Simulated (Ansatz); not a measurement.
**Question.** Name a neutral molecule of C, F, O, Si and H with LUMO energy (PBE0/def2-TZVPP) between -0.05 and 0.25 eV and LUMO energy (ωB97M-V/def2-TZVPP) between 1.45 and 1.75 eV (Ansatz, PBE0-D4/def2-TZVP geometry).

**Answer.** `O[SiH2]C[Si](O)(F)F` (0.23 eV, 1.70 eV); `O[Si@H](F)C[Si@H](O)F` (0.21 eV, 1.69 eV). Other molecules can fit too; these were computed, each in one conformer that needn't be the lowest.
